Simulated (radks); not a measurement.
Q: The mean radii <r> (bohr) of the occupied orbitals of an atom or ion are listed with their occupations. Method: scalar-relativistic Kohn-Sham, BLYP, spin-polarised, spherical densities, finite nucleus; Fermi nuclear charge, rms radius of each element as measured or else 0.836 A^(1/3) + 0.57 fm; computed with a radial shooting solver on a logarithmic mesh with Libxc functionals.

orbital  occ.      <r>
1s up       1  0.02151
1s down     1  0.02151
2s up       1  0.09150
2s down     1  0.09150
2p up       3  0.08088
2p down     3  0.08088
3s up       1   0.2395
3s down     1   0.2393
3p up       3   0.2382
3p down     3   0.2380
3d up       5   0.2166
3d down     5   0.2164
4s up       1   0.5415
4s down     1   0.5416
4p up       3   0.5737
4p down     3   0.5739
4d up       5   0.6237
4d down     5   0.6246
5s up       1    1.320
5s down     1    1.335
5p up       3    1.563
5p down     3    1.586
4f up       7   0.8862
6s up       1    3.700
4f down     2   0.9459

Name the element and its charge. Open shells, if any, are filled with parallel spins first.

A: Z = 65, terbium, charge +1: Tb+ in [Xe] 4f9 6s1. The 1s radius gives Z: for a bare nucleus <r> = (2 gamma + 1)/(2Z) with gamma = sqrt(1 - (Z/c)^2), 0.02124 bohr for Z = 65, and screening makes it slightly larger (0.02151 here). The occupations add up to 64, and the charge is Z minus that.
